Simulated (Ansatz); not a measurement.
Reaction (formal exchange of groups at a C–Si bond): `C[SiH](O)[Si](O)(F)F` + `[CH3][AlH][OH]` → `C[CH2][AlH][OH]` + `O[SiH2][Si](O)(F)F`

Computed with Ansatz on PBE0-D4/def2-TZVP structures; ΔE is electronic, products minus reactants. CCSD(T)/CBS adds triple-zeta CCSD(T) − MP2 to the extrapolated MP2 energy (def2 sets, frozen cores). DFT in def2-TZVPP. B3LYP here is the variant with VWN-RPA as its local correlation; programs differ in this. One conformer a species, not always the lowest.

`C[SiH](O)[Si](O)(F)F`:

```xyz
13

C     0.967   -1.782   -0.627
Si   -0.034   -0.710    0.509
O    -1.612   -1.185    0.390
Si    0.082    1.556   -0.080
O    -1.248    2.276    0.523
F     0.142    1.790   -1.658
F     1.390    2.288    0.465
H     0.649   -1.655   -1.664
H     2.028   -1.527   -0.558
H     0.850   -2.833   -0.355
H     0.463   -0.826    1.911
H    -2.273   -0.604    0.770
H    -1.405    3.211    0.375
```

`[CH3][AlH][OH]`:

Z-matrix (Å, degrees):
```
C
Al 1 1.941
H 1 1.092 2 111.9
H 1 1.095 2 111.0 3 120.7
H 1 1.095 2 111.2 3 -121.1
O 2 1.701 1 117.6 3 -3.3
H 2 1.589 1 124.2 3 176.8
H 6 0.956 2 122.5 1 -179.8
```

`C[CH2][AlH][OH]`:

Z-matrix (Å, degrees):
```
C
C 1 1.529
H 1 1.094 2 111.7
H 1 1.094 2 112.3 3 120.1
H 1 1.094 2 111.7 3 -119.7
Al 2 1.957 1 116.3 3 59.8
H 2 1.098 1 110.2 3 -62.9
H 2 1.098 1 110.2 3 -177.4
O 6 1.701 2 121.1 1 -0.4
H 6 1.582 2 123.9 1 179.6
H 9 0.956 6 123.1 2 -0.0
```

`O[SiH2][Si](O)(F)F`:

Cartesian coordinates in Å:
```
O 0.483 -2.326 -0.339
Si 0.870 -0.750 -0.636
Si -0.523 0.682 0.586
O -0.353 2.204 0.053
F -2.039 0.204 0.435
F -0.254 0.629 2.155
H -0.425 -2.598 -0.475
H 0.733 -0.397 -2.076
H 2.281 -0.580 -0.218
H -0.773 2.933 0.514
```

Problem. Is it downhill or uphill in electronic energy at CCSD(T)/CBS, and by how much? (An estimate is asked.)

Solution. Computed: Uphill: ΔE = +17.2 kcal/mol.

Problem. What do these levels give: PBE-D4, r2SCAN-D4, PBE0-D4, B3LYP-D4, B2PLYP, PBE, r2SCAN, B3LYP, MP2/def2-TZVPP, SCS-MP2/def2-TZVPP, MP2/CBS(def2), CCSD/CBS(def2)? (An estimate is asked.)

Solution. The calculation gave: PBE-D4 17.5, r2SCAN-D4 18.5, PBE0-D4 17.6, B3LYP-D4 17.4, B2PLYP 17.2, PBE 17.2, r2SCAN 18.3, B3LYP 16.9, MP2/def2-TZVPP 17.6, SCS-MP2/def2-TZVPP 16.5, MP2/CBS(def2) 17.8, CCSD/CBS(def2) 17.0 kcal/mol.

Largest T1 diagnostic among the species: 0.012.

In def2-TZVPP, CCSD(T) changes the Hartree–Fock value by +1.3 kcal/mol (the triples alone add +0.2 kcal/mol) and MP2 by +1.9 kcal/mol.
